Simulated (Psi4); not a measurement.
Interaction energy of CHF3 ··· BCl3 (SMILES FC(F)F and ClB(Cl)Cl), singlet. Monomers: optimised at B3LYP-D3(BJ) (def2-TZVP), held rigid. Orientation: lowest of the rigid-body minima from ten starts at GFN2-xTB. The monomers approach along the line of their centres of mass (distance R); nothing else relaxes.

Computed with SAPT0/jun-cc-pVDZ, frozen core (Psi4 1.11).

Components in kcal/mol:

```tsv
R / Å	electrostatics	exchange	induction	dispersion	total
3.29	-8.80	22.05	-2.24	-5.18	5.84
3.48	-5.22	12.26	-1.26	-3.71	2.07
3.65	-3.33	7.21	-0.76	-2.77	0.34
3.88	-1.88	3.49	-0.40	-1.89	-0.67
4.08	-1.18	1.85	-0.24	-1.37	-0.94
4.28	-0.78	0.97	-0.15	-1.00	-0.95
4.60	-0.43	0.34	-0.07	-0.62	-0.79
4.89	-0.27	0.13	-0.04	-0.42	-0.61
5.38	-0.15	0.02	-0.02	-0.23	-0.37
6.09	-0.07	0.00	-0.01	-0.10	-0.18
7.11	-0.03	0.00	0.00	-0.04	-0.07
8.41	-0.01	0.00	0.00	-0.01	-0.03
```
